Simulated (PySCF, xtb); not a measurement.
GeH7NSi2, SMILES [NH]1[SiH2][SiH2][GeH2]1.

Harmonic wavenumbers (cm⁻¹) from GFN2-xTB (xtb) at its own minimum, in rising order: 88, 247, 262, 312, 333, 414, 419, 440, 471, 489, 529, 542, 575, 637, 697, 785, 820, 873, 905, 1105, 1700, 1773, 2141, 2171, 2186, 2191, 3469.

**Question.** What does ωB97X-D3(BJ)/def2-SVP in PySCF give at its own minimum? (Estimate from the structure and the level; the computed values follow.)

**Answer.** 90, 300, 318, 373, 398, 454, 460, 546, 608, 636, 667, 671, 707, 719, 837, 882, 922, 937, 1008, 1128, 2150, 2160, 2214, 2226, 2250, 2259, 3657. Paired by order, the mean absolute difference is 111 cm⁻¹ and the zero-point energies are 38.0 and 42.3 kcal/mol.
